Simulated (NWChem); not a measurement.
## Ionisation of sulfur hexafluoride (F₆S)

```xyz
7

F      0.0000     0.0000     1.5930
S      0.0000     0.0000     0.0000
F      1.5930     0.0000     0.0000
F      0.0000     1.5930     0.0000
F     -1.5930     0.0000     0.0000
F      0.0000    -1.5930     0.0000
F      0.0000     0.0000    -1.5930
```
Charge 0, spin multiplicity 1.

Program: NWChem. The geometry was optimised at B3LYP/def2-SVP, a minimum by its harmonic frequencies.

Basis set: def2-SVP. The species with one electron less has spin multiplicity 2 and keeps the geometry of the parent. Δ marks differences of total energies (open shells unrestricted). −ε marks an orbital energy of the parent. That orbital need not have the symmetry of the hole or added electron in the Δ rows.

B3LYP has NWChem's definition, with VWN1-RPA local correlation. The stability of the SCF solutions was not checked.

**Question.** Order these methods by the first vertical ionisation energy they give, lowest first: −ε(HOMO) of HF, −ε(HOMO) of BLYP, −ε(HOMO) of PBE, −ε(HOMO) of B3LYP, ΔB3LYP.

**Answer.** −ε(HOMO) of BLYP (9.70 eV), −ε(HOMO) of PBE (9.84 eV), −ε(HOMO) of B3LYP (11.91 eV), ΔB3LYP (14.90 eV), −ε(HOMO) of HF (18.80 eV)
